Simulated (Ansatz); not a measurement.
```yaml
crystal:
  periodic: [false, false, false]
  atoms:
    - {symbol: C, position_ang: [-0.809107, 0.467391, -1.250683]}
    - {symbol: B, position_ang: [0.238946, -0.239611, -0.309593]}
    - {symbol: C, position_ang: [1.677114, 0.383980, -0.148284]}
    - {symbol: C, position_ang: [-0.016398, -1.723805, 0.154280]}
    - {symbol: Se, position_ang: [-0.813535, 0.978190, 2.284411]}
    - {symbol: H, position_ang: [-0.738190, 1.557922, -1.261459]}
    - {symbol: H, position_ang: [-0.581793, 0.137857, -2.275877]}
    - {symbol: H, position_ang: [-1.846362, 0.178359, -1.063702]}
    - {symbol: H, position_ang: [2.212132, 0.046609, 0.742825]}
    - {symbol: H, position_ang: [2.319579, 0.038270, -0.958741]}
    - {symbol: H, position_ang: [2.269579, 0.038270, -1.008741]}
    - {symbol: H, position_ang: [-1.070111, -1.970176, 0.308393]}
    - {symbol: H, position_ang: [0.331250, -2.374234, -0.662417]}
    - {symbol: H, position_ang: [0.552771, -2.018607, 1.039306]}
    - {symbol: H, position_ang: [-0.910513, 2.330998, 1.725337]}
    - {symbol: H, position_ang: [-2.217772, 0.708106, 1.956937]}
basis:
  gaussian: {orbitals: STO-3G}
magnetization: {spin_polarized: true, initial_magnetization: 0}
hamiltonian: {xc: {name: wB97M-V}}
output: {forces: true}
```

```sh
$ ansatz run in.yaml --threads 4 --pin off --events-out ev --progress --plain --max-ram 11315MiB
```

Shortened log:

```
Functional definition: wB97M-V
600 factors; integrals over basis functions are off by at most 1.0e-4 eV
229 factors; integrals over basis functions are off by at most 1.8e-6 eV
mean field evaluation 1: about -68368.2927 eV, gradient 1.2e1 eV
mean field evaluation 2: about -68369.4468 eV, gradient 2.8e0 eV
mean field evaluation 4: about -68369.5224 eV, gradient 2.6e-1 eV
mean field evaluation 8: about -68369.4500 eV, gradient 1.0e-2 eV
mean field -68369.45000232 eV, -2512.5309451077 hartree, gradient 3.5e-5 eV, S^2 0.000000; 1 other end points of the search recorded, 0 dependent functions left out
reference -68369.45003641 eV, -2512.5309463603 hartree; 34, 34 occupied and 15, 15 virtual orbitals, 600 factors
Total energy: -68369.45003641 eV, -2512.5309463603 hartree
Atom 0 at    -0.809107     0.467391    -1.250683 Å, force    -0.040960    -0.197579    -0.507817 eV/Å
Atom 1 at     0.238946    -0.239611    -0.309593 Å, force     0.771907     0.083165    -0.335133 eV/Å
Atom 2 at     1.677114     0.383980    -0.148284 Å, force    -9.662135     6.247774    12.411065 eV/Å
Atom 3 at    -0.016398    -1.723805     0.154280 Å, force    -0.499338    -0.158579     0.417713 eV/Å
Atom 4 at    -0.813535     0.978190     2.284411 Å, force    -0.028965     0.036332    -0.723493 eV/Å
Atom 5 at    -0.738190     1.557922    -1.261459 Å, force     0.049611     0.068096     0.096878 eV/Å
Atom 6 at    -0.581793     0.137857    -2.275877 Å, force    -0.053721     0.044835    -0.107919 eV/Å
Atom 7 at    -1.846362     0.178359    -1.063702 Å, force    -0.092132    -0.024788     0.079391 eV/Å
Atom 8 at     2.212132     0.046609     0.742825 Å, force     1.045405    -0.907516    -0.856273 eV/Å
Atom 9 at     2.319579     0.038270    -0.958741 Å, force  2030.695358    -1.869030  2021.681123 eV/Å
Atom 10 at     2.269579     0.038270    -1.008741 Å, force -2022.513074    -3.048814 -2032.493278 eV/Å
Atom 11 at    -1.070111    -1.970176     0.308393 Å, force    -0.088074    -0.077512     0.111685 eV/Å
Atom 12 at     0.331250    -2.374234    -0.662417 Å, force     0.058649     0.053890    -0.084728 eV/Å
Atom 13 at     0.552771    -2.018607     1.039306 Å, force     0.030135    -0.013847     0.133420 eV/Å
Atom 14 at    -0.910513     2.330998     1.725337 Å, force     0.023104    -0.290046     0.123817 eV/Å
Atom 15 at    -2.217772     0.708106     1.956937 Å, force     0.304232     0.053619     0.053549 eV/Å
Dipole moment:    -0.139264    -0.051100    -0.056661 e Å
```

In this input one atom was put on top of another. The run converged. The result belongs to that input, not to the molecule as meant.
